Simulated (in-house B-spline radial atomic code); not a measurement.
Whole-atom quantities along the 11-electron series, configuration [Ne] 3s1. Breit and QED terms are first order and not part of the total energy; the density at the nucleus is averaged over the nuclear charge. Computed with an all-electron radial atomic-structure program (B-spline basis): Dirac-Hartree-Fock, average of the configuration, finite nuclei.

```csv
ion,Z,E/Z² (Eh),Σ<r²> (bohr²),n(0)/Z³ (bohr⁻³),Lamb diamagnetic shielding (ppm),repulsion over attraction,Breit energy (eV),self-energy (eV),vacuum polarisation (eV),Dirac less non-relativistic energy (Eh)
Ru33+,44,-1.8886,0.29877,1.2455,3180.89,0.050496,65.853,57.457,-6.7106,-82.497
Rh34+,45,-1.8953,0.2833,1.2779,3264.63,0.049377,70.777,62.13,-7.3734,-90.747
Pd35+,46,-1.9018,0.26896,1.3108,3348.94,0.048304,75.947,67.075,-8.0873,-99.618
Ag36+,47,-1.9082,0.25563,1.346,3433.86,0.047272,81.371,72.301,-8.8554,-109.15
Cd37+,48,-1.9146,0.24323,1.3807,3519.39,0.046281,87.055,77.818,-9.6805,-119.36
In38+,49,-1.9208,0.23167,1.4193,3605.57,0.045328,93.006,83.64,-10.567,-130.3
Sn39+,50,-1.927,0.22087,1.4582,3692.41,0.04441,99.232,89.776,-11.517,-142
Sb40+,51,-1.9331,0.21077,1.4991,3779.94,0.043525,105.74,96.24,-12.536,-154.51
Te41+,52,-1.9391,0.20132,1.5401,3868.18,0.042672,112.54,103.04,-13.626,-167.85
I42+,53,-1.9451,0.19245,1.5858,3957.17,0.041849,119.63,110.2,-14.794,-182.07
Xe43+,54,-1.951,0.18412,1.6319,4046.92,0.041055,127.03,117.72,-16.041,-197.22
Cs44+,55,-1.9569,0.17628,1.6811,4137.47,0.040286,134.74,125.62,-17.375,-213.33
Ba45+,56,-1.9628,0.1689,1.7315,4228.83,0.039544,142.77,133.91,-18.798,-230.45
La46+,57,-1.9687,0.16195,1.7854,4321.05,0.038825,151.13,142.62,-20.317,-248.64
Ce47+,58,-1.9745,0.15539,1.8414,4414.15,0.038129,159.82,151.74,-21.938,-267.93
```

Q: With what power of Z does the column «Breit energy (eV)» change over this range?

A: A fit of the logarithm of its size against log Z from Z = 44 to 58 has slope 3.21.
